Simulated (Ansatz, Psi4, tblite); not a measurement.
Interaction energy of CH6Si ··· H2O (SMILES C[SiH3] and O), singlet. Monomers: optimised at B3LYP-D3(BJ) (def2-TZVP), held rigid. Orientation: lowest of the rigid-body minima from ten starts at GFN2-xTB. R is the distance of the centres of mass, along which the second monomer moves.

Geometry at R = 3.30 Å (first 8 atoms: monomer A):
```
11

Si    -0.8816     0.1042    -0.0221
C      0.9810    -0.1160     0.0246
H     -1.4881    -0.7908    -1.0378
H     -1.2337     1.5039    -0.3649
H     -1.4788    -0.2165     1.2974
H      1.2448    -1.1447     0.2765
H      1.4317     0.5408     0.7708
H      1.4248     0.1190    -0.9445
O      0.3364     2.2617     2.3883
H     -0.1482     2.7454     1.7115
H     -0.3031     1.6522     2.7707
```

- wB97X-D/def2-TZVP, counterpoise-corrected (Psi4)
- MP2/aug-cc-pVTZ = DF-MP2/aug-cc-pVTZ, frozen core, counterpoise-corrected run with Psi4 1.11
- RHF/aug-cc-pVDZ, counterpoise-corrected (Ansatz, an electronic-structure program)
- GFN2-xTB (tblite)
- SAPT0/jun-cc-pVDZ, frozen core (Psi4)

Interaction energies in kJ/mol (negative: bound); R is the distance of the centres of mass, d the H7···O9 distance.

```json
[
 {"R / Å": "2.89", "d / Å": "2.28", "wB97X-D/def2-TZVP": "1.58", "MP2/aug-cc-pVTZ": "3.89", "RHF/aug-cc-pVDZ": "18.83", "GFN2-xTB": "-3.09", "SAPT0/jun-cc-pVDZ": "7.88"},
 {"R / Å": "3.06", "d / Å": "2.41", "wB97X-D/def2-TZVP": "-4.85", "MP2/aug-cc-pVTZ": "-2.36", "RHF/aug-cc-pVDZ": "9.01", "GFN2-xTB": "-7.76", "SAPT0/jun-cc-pVDZ": "1.01"},
 {"R / Å": "3.30", "d / Å": "2.60", "wB97X-D/def2-TZVP": "-8.19", "MP2/aug-cc-pVTZ": "-5.90", "RHF/aug-cc-pVDZ": "1.89", "GFN2-xTB": "-9.41", "SAPT0/jun-cc-pVDZ": "-3.33"},
 {"R / Å": "3.51", "d / Å": "2.78", "wB97X-D/def2-TZVP": "-8.27", "MP2/aug-cc-pVTZ": "-6.46", "RHF/aug-cc-pVDZ": "-0.81", "GFN2-xTB": "-8.81", "SAPT0/jun-cc-pVDZ": "-4.47"},
 {"R / Å": "3.74", "d / Å": "2.98", "wB97X-D/def2-TZVP": "-7.21", "MP2/aug-cc-pVTZ": "-5.95", "RHF/aug-cc-pVDZ": "-1.94", "GFN2-xTB": "-7.54", "SAPT0/jun-cc-pVDZ": "-4.45"},
 {"R / Å": "4.01", "d / Å": "3.21", "wB97X-D/def2-TZVP": "-5.69", "MP2/aug-cc-pVTZ": "-4.88", "RHF/aug-cc-pVDZ": "-2.18", "GFN2-xTB": "-6.02", "SAPT0/jun-cc-pVDZ": "-3.82"},
 {"R / Å": "4.27", "d / Å": "3.44", "wB97X-D/def2-TZVP": "-4.43", "MP2/aug-cc-pVTZ": "-3.85", "RHF/aug-cc-pVDZ": "-1.99", "GFN2-xTB": "-4.78", "SAPT0/jun-cc-pVDZ": "-3.11"},
 {"R / Å": "4.77", "d / Å": "3.90", "wB97X-D/def2-TZVP": "-2.73", "MP2/aug-cc-pVTZ": "-2.36", "RHF/aug-cc-pVDZ": "-1.42", "GFN2-xTB": "-3.05", "SAPT0/jun-cc-pVDZ": "-2.00"},
 {"R / Å": "5.53", "d / Å": "4.61", "wB97X-D/def2-TZVP": "-1.31", "MP2/aug-cc-pVTZ": "-1.16", "RHF/aug-cc-pVDZ": "-0.80", "GFN2-xTB": "-1.61", "SAPT0/jun-cc-pVDZ": "-1.05"},
 {"R / Å": "6.53", "d / Å": "5.57", "wB97X-D/def2-TZVP": "-0.60", "MP2/aug-cc-pVTZ": "-0.53", "RHF/aug-cc-pVDZ": "-0.41", "GFN2-xTB": "-0.78", "SAPT0/jun-cc-pVDZ": "-0.51"},
 {"R / Å": "7.82", "d / Å": "6.82", "wB97X-D/def2-TZVP": "-0.28", "MP2/aug-cc-pVTZ": "-0.24", "RHF/aug-cc-pVDZ": "-0.21", "GFN2-xTB": "-0.37", "SAPT0/jun-cc-pVDZ": "-0.25"}
]
```

Lowest grid point: wB97X-D/def2-TZVP -8.27 kJ/mol at R = 3.51 Å; MP2/aug-cc-pVTZ -6.46 kJ/mol at R = 3.51 Å; RHF/aug-cc-pVDZ -2.18 kJ/mol at R = 4.01 Å; GFN2-xTB -9.41 kJ/mol at R = 3.30 Å; SAPT0/jun-cc-pVDZ -4.47 kJ/mol at R = 3.51 Å.
